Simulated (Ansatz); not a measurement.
Ansatz results at the PBE0-D4/def2-TZVP geometry: size of the dipole moment (ωB97M-V/def2-TZVPP) 4.18 D; ideal-gas entropy at 298 K and 1 bar (rigid rotor, harmonic PBE0-D4/def2-TZVP) 367 J/(mol·K); size of the dipole moment (B3LYP/def2-TZVPP) 4.17 D.

(1) Which molecule gave them?
A. `[NH2][Sn]([NH2])([NH2])[F]`
B. `[F][Sn]([F])([Cl])[I]`
C. `F[C](F)(F)[SnH3]`
D. `[F][SnH]([F])[SiH3]`

Results:

(1) D. The others give `F[C](F)(F)[SnH3]`: 2.43, 344, 2.35; `[F][Sn]([F])([Cl])[I]`: 2.68, 387, 2.74; `[NH2][Sn]([NH2])([NH2])[F]`: 0.45, 383, 0.52.

B3LYP here is the variant with VWN-RPA as its local correlation; programs differ in this.
